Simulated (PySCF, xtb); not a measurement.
Ta(NH)(Cl)2(Me) (CH₄Cl₂NTa), SMILES [CH3][Ta]([Cl])([Cl])=[NH], multiplicity 1.

xtb with GFN2-xTB at its own geometry gives an orbital gap of 2.24 eV and a dipole moment of 2.00 D.

Coordinates come from a PBE0-D3(BJ)/def2-SVP optimisation. The multiplicity is an assumed one; other spin states were not compared. The def2 effective core potentials stand for the cores of Ta; spin–orbit coupling is left out.

What does PySCF with PBE/def2-TZVP give? (Estimate from the structure and the level; the computed values follow.)

gap 4.00 eV (levels -6.90 and -2.90 eV), dipole 1.38 D.
